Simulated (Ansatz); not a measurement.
CH6AlBFNO. Total charge 0; spin multiplicity 1. The bonds changed during the relaxation, so this is another structure than the one it started from.

```tsv
atom	x (Å)	y (Å)	z (Å)
B1	1.910	-0.080	1.512
Al2	0.039	-0.748	0.759
O3	-0.047	-1.195	-0.994
C4	-0.667	-0.123	-1.459
N5	-1.043	0.693	-0.258
F6	0.167	0.695	-2.204
H7	2.862	-0.805	1.622
H8	2.118	1.045	1.884
H9	-1.028	-1.491	1.688
H10	-1.535	-0.332	-2.099
H11	-2.043	0.689	-0.090
H12	-0.733	1.653	-0.360
```

Give the diagnostics of a CCSD(T)/def2-TZVPP run (frozen core, Ansatz). (An estimate is asked.)

Ansatz gave: T1 = 0.0119, largest single amplitude 0.012, largest double 0.035, (T) share of the correlation energy 3.5 %, 10 CCSD cycles. The RHF solution is stable towards an unrestricted one. T1 lies under the customary mark of 0.02 for closed shells.
